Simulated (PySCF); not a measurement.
CH6ClNSi.

```xyz
10

Si    -0.2526    -0.0435     0.5060
C      1.2268    -1.0372     1.0637
N     -1.5335    -1.1102     0.0719
Cl     0.4042     1.1806    -1.0800
H     -0.7742     0.8864     1.5385
H      0.9696    -1.6611     1.9343
H      1.5757    -1.6966     0.2524
H      2.0614    -0.3733     1.3363
H     -1.3395    -1.8934    -0.5467
H     -2.4550    -0.7283    -0.1234
```

Coordinates come from a B3LYP-D3(BJ)/def2-SVP optimisation. One conformer was computed; it need not be the lowest.

Computed with B3LYP/pcSseg-1 in PySCF. Non-relativistic, no solvent.

Q: Give the absolute GIAO shielding of each atom: isotropic value and principal components (ppm). (Estimate from the structure and the level; the computed values follow.)

A: 
```
atom  σ(iso)    σ11    σ22    σ33   span
----  ------  -----  -----  -----  -----
Si1    337.2  299.0  335.0  377.7   78.8
C2     176.7  164.9  176.6  188.6   23.7
N3     222.5  209.5  212.7  245.4   35.8
Cl4    855.1  718.7  850.0  996.6  277.8
H5      26.3   22.7   24.4   31.9    9.2
H6      31.0   26.6   28.1   38.3   11.7
H7      30.9   27.5   29.1   36.1    8.6
H8      31.0   26.7   29.0   37.2   10.5
H9      30.5   24.4   27.4   39.7   15.3
H10     30.3   23.9   26.2   40.9   16.9
```
